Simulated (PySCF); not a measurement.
CHN, charge +1, doublet, geometry from GFN2-xTB (a state made from the parent by changing its charge; the spin is typed, not shown lowest); DF-PBE0/aug-cc-pVDZ (PySCF).

The PySCF input:
```python
from pyscf import gto, scf, dft

mol = gto.M(
    atom='''
C    -0.00000000   -0.00000000   -0.48312722
N     0.00000000    0.00000000    0.64165945
H    -0.00000000   -0.00000000   -1.59285286
''',
    basis='aug-cc-pvdz',
    charge=1,
    spin=1,
    verbose=4,
)

mf = dft.UKS(mol)
mf.xc = 'pbe0'
mf = mf.density_fit(auxbasis='def2-universal-jkfit')
mf.kernel()
```

What does PySCF print? Leave out banner, timings and long lists.


```
PySCF version 2.14.0

[INPUT] verbose = 4
[INPUT] num. atoms = 3
[INPUT] num. electrons = 13
[INPUT] charge = 1
[INPUT] spin (= nelec alpha-beta = 2S) = 1
[INPUT] symmetry False subgroup None
[INPUT] Mole.unit = angstrom
[INPUT] Symbol           X                Y                Z      unit          X                Y                Z       unit  Magmom
[INPUT]  1 C      0.000000000000   0.000000000000  -0.483127220000 AA    0.000000000000   0.000000000000  -0.912978129122 Bohr   0.0
[INPUT]  2 N      0.000000000000   0.000000000000   0.641659450000 AA    0.000000000000   0.000000000000   1.212560625739 Bohr   0.0
[INPUT]  3 H      0.000000000000   0.000000000000  -1.592852860000 AA    0.000000000000   0.000000000000  -3.010055662130 Bohr   0.0

nuclear repulsion = 24.2785607345774
number of shells = 21
number of NR pGTOs = 81
number of NR cGTOs = 55
basis = aug-cc-pvdz
ecp = {}

******** <class 'pyscf.df.df_jk.DFUKS'> ********
method = DFUKS
initial guess = minao
damping factor = 0
level_shift factor = 0
DIIS = <class 'pyscf.scf.diis.CDIIS'>
diis_start_cycle = 1
diis_space = 8
diis_damp = 0
SCF conv_tol = 1e-09
SCF conv_tol_grad = None
SCF max_cycles = 50
direct_scf = False
number electrons alpha = 7  beta = 6
XC library pyscf.dft.libxc version 7.1.2
    S. Lehtola, C. Steigemann, M. J. T. Oliveira, and M. A. L. Marques,  SoftwareX 7, 1–5 (2018)
XC functionals = pbe0
    C. Adamo and V. Barone,  J. Chem. Phys. 110, 6158 (1999)
    M. Ernzerhof and G. E. Scuseria,  J. Chem. Phys. 110, 5029 (1999)
radial grids:
    Treutler-Ahlrichs [JCP 102, 346 (1995); DOI:10.1063/1.469408] (M4) radial grids

becke partition: Becke, JCP 88, 2547 (1988); DOI:10.1063/1.454033
pruning grids: <function nwchem_prune>
grids dens level: 3
symmetrized grids: False
atomic radii adjust function: <function treutler_atomic_radii_adjust>
small_rho_cutoff = 0
Set gradient conv threshold to 3.16228e-05
tot grids = 37832
******** <class 'pyscf.df.df.DF'> ********
auxbasis = def2-universal-jkfit
init E= -93.4511969254516

cycle= 1 E= -92.7725742262172  delta_E= 0.679  |g|= 0.236  |ddm|= 1.68
cycle= 2 E= -92.7911639810966  delta_E= -0.0186  |g|= 0.205  |ddm|= 0.382
cycle= 3 E= -92.8076602717657  delta_E= -0.0165  |g|= 0.0933  |ddm|= 0.265
cycle= 4 E= -92.8113992055638  delta_E= -0.00374  |g|= 0.0118  |ddm|= 0.0698
cycle= 5 E= -92.8114719566847  delta_E= -7.28e-05  |g|= 0.00156  |ddm|= 0.0121
cycle= 6 E= -92.8114737028404  delta_E= -1.75e-06  |g|= 0.000268  |ddm|= 0.00179
cycle= 7 E= -92.811473814865  delta_E= -1.12e-07  |g|= 6.63e-05  |ddm|= 0.000558
cycle= 8 E= -92.8114738251649  delta_E= -1.03e-08  |g|= 2.53e-05  |ddm|= 0.000167
cycle= 9 E= -92.8114738271033  delta_E= -1.94e-09  |g|= 1.05e-05  |ddm|= 7.13e-05
cycle= 10 E= -92.8114738275127  delta_E= -4.09e-10  |g|= 1.62e-06  |ddm|= 4.47e-05
Extra cycle  E= -92.8114738275177  delta_E= -4.99e-12  |g|= 9.33e-07  |ddm|= 3.19e-06
converged SCF energy = -92.8114738275177  <S^2> = 0.75195281  2S+1 = 2.0019519
```
